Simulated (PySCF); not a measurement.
C2H2F, SMILES C=[C]F (connectivity only; charge and spin as stated), charge +1, multiplicity 1.

Geometry optimised at PBE-D3(BJ)/def2-TZVP. The spin state was assumed, not searched. The isomer is the one that the SMILES or the coordinates give; other isomers of the formula were not compared.

All values below come from PySCF with PBE/def2-TZVPD.

Computed frontier levels, gap, dipole moment and polarisability:
```yaml
highest_occupied_level: -14.96 eV
lowest_empty_level: -11.51 eV
orbital_gap: 3.44 eV
dipole_moment_about_the_centre_of_nuclear_charge: 2.42 D
mean_static_polarisability: 21.0 bohr³ (3.11 Å³)
polarisability_principal_values: 14.9, 16.7, 31.5 bohr³
```
